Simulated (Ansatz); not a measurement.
Molecule: OsO (charge 0, quintet). The spin state was set by rule; other spins were not relaxed. 
Geometry from a B3LYP-D3(BJ)/def2-TZVP (Ansatz, a first-principles code) optimisation:
```
Os
O 1 1.7347
```
Charge 0, spin multiplicity 5.

Total electronic energies in hartree. Cores are frozen in the correlated levels unless marked. UHF or UKS for open shells. No spin-orbit coupling. The frozen core is the preceding noble-gas configuration, with the filled d and f shells of earlier blocks. Past Kr the def2 sets carry scalar-relativistic core potentials. CBS marks a two-point X^-3 extrapolation of the correlation energy; Hartree-Fock from the larger set.

The UHF reference is spin-contaminated (<S^2> 0.11 over the pure value in the largest basis). The T1 diagnostic of CCSD in the largest basis is 0.048, which is high, so the coupled-cluster rows are less sure than usual.

```json
[
 {"level": "HF/def2-TZVPP", "program": "Ansatz", "energy (Eh)": "-164.69609"},
 {"level": "HF/def2-TZVPPD", "program": "Ansatz", "energy (Eh)": "-164.69831"},
 {"level": "RI-HF/def2-TZVPP", "program": "Ansatz", "energy (Eh)": "-164.69604"},
 {"level": "PBE-D4/def2-TZVPD", "program": "Ansatz + dftd4", "energy (Eh)": "-165.82128"},
 {"level": "BLYP-D3(BJ)/def2-TZVPD", "program": "Ansatz + dftd3", "energy (Eh)": "-165.84091"},
 {"level": "BLYP/def2-TZVPD", "program": "Ansatz", "energy (Eh)": "-165.83921"},
 {"level": "B3LYP-D3(BJ)/def2-TZVPD", "program": "Ansatz + dftd3", "energy (Eh)": "-165.87522"},
 {"level": "B3LYP-D4/def2-TZVPD", "program": "Ansatz + dftd4", "energy (Eh)": "-165.87560"},
 {"level": "PBE0/def2-TZVPD", "program": "Ansatz", "energy (Eh)": "-165.75217"},
 {"level": "r2SCANh-D4/def2-TZVPD", "program": "Ansatz + dftd4", "energy (Eh)": "(withheld)"},
 {"level": "CAM-B3LYP/def2-TZVPD", "program": "Ansatz", "energy (Eh)": "-165.76009"},
 {"level": "B2GP-PLYP-D3(BJ)/def2-TZVPD", "program": "Ansatz + dftd3", "energy (Eh)": "-165.50820"},
 {"level": "PBE-QIDH/def2-TZVPD", "program": "Ansatz", "energy (Eh)": "-165.52183"},
 {"level": "MP2/def2-SVP", "program": "Ansatz", "energy (Eh)": "-164.95643"},
 {"level": "MP2/def2-SVPD", "program": "Ansatz", "energy (Eh)": "-164.97970"},
 {"level": "MP2/def2-TZVPPD", "program": "Ansatz", "energy (Eh)": "-165.16529"},
 {"level": "RI-MP2/CBS(def2-TZVPP,def2-QZVPP)", "program": "Ansatz", "energy (Eh)": "-165.2214"},
 {"level": "SCS-MP2/def2-SVPD", "program": "Ansatz", "energy (Eh)": "-164.94105"},
 {"level": "SCS-MP2/def2-QZVPP", "program": "Ansatz", "energy (Eh)": "-165.15168"},
 {"level": "CCSD/CBS(def2-TZVPP,def2-QZVPP)", "program": "Ansatz", "energy (Eh)": "-165.2005"},
 {"level": "CCSD(T)/def2-SVP", "program": "Ansatz", "energy (Eh)": "-164.96275"},
 {"level": "CCSD(T)/CBS(def2-TZVPP,def2-QZVPP)", "program": "Ansatz", "energy (Eh)": "-165.2332"},
 {"level": "CCSD(T)/CBS(def2-TZVPPD,def2-QZVPPD)", "program": "Ansatz", "energy (Eh)": "-165.2320"}
]
```

Problem. Complete the blanks.

Solution. 
- r2SCANh-D4/def2-TZVPD, energy (Eh): -165.82650
